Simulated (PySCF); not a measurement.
# Atomic charges against the basis set

Species: BH6NOSi.
SMILES with atom numbers: `[NH2:1][BH:2][O:3][SiH3:4]` (hydrogens: H5, H6 on N1; H7 on B2; H8, H9, H10 on Si4)

PBE0 throughout (PySCF), one geometry, spherical d and f functions. One conformer (not necessarily the lowest) at the PBE0-D3(BJ)/def2-SVP geometry, without solvent, vibrations or thermal averaging. Atoms taken as equivalent share a column and are averaged.

Mulliken charges (e):

```json
{"basis": "STO-3G", "functions": "30", "N1": "-0.486", "B2": "+0.273", "O3": "-0.409", "Si4": "+0.674", "H5/H6": "+0.195", "H7": "-0.075", "H8/H9/H10": "-0.122"}
{"basis": "6-31G", "functions": "52", "N1": "-0.861", "B2": "+0.611", "O3": "-0.791", "Si4": "+0.809", "H5/H6": "+0.332", "H7": "-0.058", "H8/H9/H10": "-0.125"}
{"basis": "pcSseg-0", "functions": "52", "N1": "-0.868", "B2": "+0.625", "O3": "-0.866", "Si4": "+0.782", "H5/H6": "+0.322", "H7": "-0.024", "H8/H9/H10": "-0.098"}
{"basis": "6-31G*", "functions": "72", "N1": "-0.807", "B2": "+0.392", "O3": "-0.533", "Si4": "+0.564", "H5/H6": "+0.350", "H7": "-0.049", "H8/H9/H10": "-0.089"}
{"basis": "cc-pVDZ", "functions": "90", "N1": "-0.053", "B2": "+0.014", "O3": "-0.296", "Si4": "+0.413", "H5/H6": "+0.095", "H7": "-0.068", "H8/H9/H10": "-0.067"}
{"basis": "def2-SVP", "functions": "90", "N1": "-0.157", "B2": "+0.062", "O3": "-0.364", "Si4": "+0.549", "H5/H6": "+0.131", "H7": "-0.060", "H8/H9/H10": "-0.098"}
{"basis": "aug-cc-pVDZ", "functions": "150", "N1": "+0.034", "B2": "-0.227", "O3": "-0.731", "Si4": "-0.208", "H5/H6": "-0.035", "H7": "+0.504", "H8/H9/H10": "+0.232"}
{"basis": "6-311+G(2d,p)", "functions": "152", "N1": "-0.699", "B2": "+0.695", "O3": "-0.936", "Si4": "+0.691", "H5/H6": "+0.241", "H7": "-0.009", "H8/H9/H10": "-0.075"}
{"basis": "def2-TZVP", "functions": "166", "N1": "-0.496", "B2": "+0.198", "O3": "-0.340", "Si4": "+0.280", "H5/H6": "+0.241", "H7": "-0.016", "H8/H9/H10": "-0.036"}
{"basis": "cc-pVTZ", "functions": "208", "N1": "-0.248", "B2": "+0.076", "O3": "-0.255", "Si4": "+0.276", "H5/H6": "+0.159", "H7": "-0.045", "H8/H9/H10": "-0.041"}
{"basis": "IGLO-III", "functions": "209", "N1": "-0.526", "B2": "+0.451", "O3": "-0.594", "Si4": "+0.893", "H5/H6": "+0.202", "H7": "-0.088", "H8/H9/H10": "-0.180"}
```

IAO charges (e):

```csv
basis,functions,N1,B2,O3,Si4,H5/H6,H7,H8/H9/H10
STO-3G,30,-0.491,+0.189,-0.501,+0.783,+0.218,-0.022,-0.131
6-31G,52,-0.591,+0.254,-0.597,+0.694,+0.273,-0.010,-0.098
pcSseg-0,52,-0.550,+0.233,-0.590,+0.694,+0.262,-0.018,-0.097
6-31G*,72,-0.587,+0.285,-0.639,+0.837,+0.269,-0.021,-0.137
cc-pVDZ,90,-0.575,+0.260,-0.632,+0.827,+0.270,-0.017,-0.134
def2-SVP,90,-0.565,+0.261,-0.629,+0.847,+0.266,-0.022,-0.141
aug-cc-pVDZ,150,-0.605,+0.267,-0.641,+0.830,+0.280,-0.014,-0.132
"6-311+G(2d,p)",152,-0.609,+0.274,-0.654,+0.865,+0.281,-0.015,-0.141
def2-TZVP,166,-0.606,+0.279,-0.657,+0.877,+0.279,-0.017,-0.145
cc-pVTZ,208,-0.604,+0.277,-0.652,+0.861,+0.279,-0.017,-0.141
IGLO-III,209,-0.610,+0.277,-0.656,+0.874,+0.281,-0.016,-0.144
```

Hirshfeld charges (e):

| basis | functions | N1 | B2 | O3 | Si4 | H5/H6 | H7 | H8/H9/H10 |
| --- | --- | --- | --- | --- | --- | --- | --- | --- |
| STO-3G | 30 | -0.225 | +0.135 | -0.237 | +0.457 | +0.107 | -0.090 | -0.084 |
| 6-31G | 52 | -0.242 | +0.158 | -0.286 | +0.396 | +0.126 | -0.067 | -0.070 |
| pcSseg-0 | 52 | -0.246 | +0.155 | -0.274 | +0.422 | +0.126 | -0.080 | -0.077 |
| 6-31G* | 72 | -0.240 | +0.160 | -0.258 | +0.376 | +0.128 | -0.069 | -0.075 |
| cc-pVDZ | 90 | -0.244 | +0.159 | -0.249 | +0.384 | +0.129 | -0.074 | -0.079 |
| def2-SVP | 90 | -0.248 | +0.163 | -0.250 | +0.393 | +0.130 | -0.076 | -0.080 |
| aug-cc-pVDZ | 150 | -0.259 | +0.179 | -0.274 | +0.396 | +0.126 | -0.066 | -0.076 |
| 6-311+G(2d,p) | 152 | -0.258 | +0.182 | -0.278 | +0.399 | +0.126 | -0.066 | -0.077 |
| def2-TZVP | 166 | -0.259 | +0.181 | -0.269 | +0.390 | +0.128 | -0.067 | -0.077 |
| cc-pVTZ | 208 | -0.259 | +0.179 | -0.265 | +0.387 | +0.129 | -0.070 | -0.077 |
| IGLO-III | 209 | -0.262 | +0.181 | -0.268 | +0.387 | +0.126 | -0.067 | -0.074 |

Some averages cover members that differ in this geometry, most widely: H5/H6, Mulliken in aug-cc-pVDZ -0.079 to +0.009; H8/H9/H10, Mulliken in aug-cc-pVDZ +0.197 to +0.259; H8/H9/H10, Mulliken in 6-31G -0.149 to -0.111; H8/H9/H10, IAO in 6-31G -0.118 to -0.086 e.

Problem. Which scheme is steadiest as the basis changes?

Solution. Largest range over the bases for any column: Hirshfeld 0.08 e, IAO 0.18 e, Mulliken 1.10 e. Hirshfeld charges move least and Mulliken charges most, counted in e. Without the minimal STO-3G basis the ranges are Hirshfeld 0.05, IAO 0.18, Mulliken 1.10 e.

Problem. How much do the charges still move between the two largest bases, cc-pVTZ and IGLO-III?

Solution. At most, over all atoms: Mulliken 0.617 e, IAO 0.013 e, Hirshfeld 0.004 e.

Problem. What do the same runs give for the total energy, the frontier levels and the dipole moment?

Solution. 
| basis | energy (Eh) | HOMO (eV) | LUMO (eV) | μ (D) |
| --- | --- | --- | --- | --- |
| STO-3G | -442.3014 | -4.45 | 5.57 | 2.15 |
| 6-31G | -447.6220 | -7.63 | 0.68 | 2.61 |
| pcSseg-0 | -447.0230 | -7.83 | 0.79 | 2.65 |
| 6-31G* | -447.7068 | -7.67 | 0.72 | 2.18 |
| cc-pVDZ | -447.7343 | -7.75 | 0.77 | 2.16 |
| def2-SVP | -447.5273 | -7.85 | 0.84 | 2.22 |
| aug-cc-pVDZ | -447.7508 | -8.00 | -0.22 | 1.90 |
| 6-311+G(2d,p) | -447.7996 | -8.04 | -0.07 | 1.97 |
| def2-TZVP | -447.8162 | -8.02 | 0.29 | 1.95 |
| cc-pVTZ | -447.8116 | -7.97 | 0.44 | 1.99 |
| IGLO-III | -447.8205 | -8.03 | 0.36 | 1.91 |

The dipole is fixed by the density alone, so its range of 0.75 D shows that the density itself changes with the basis, not only its division among atoms.
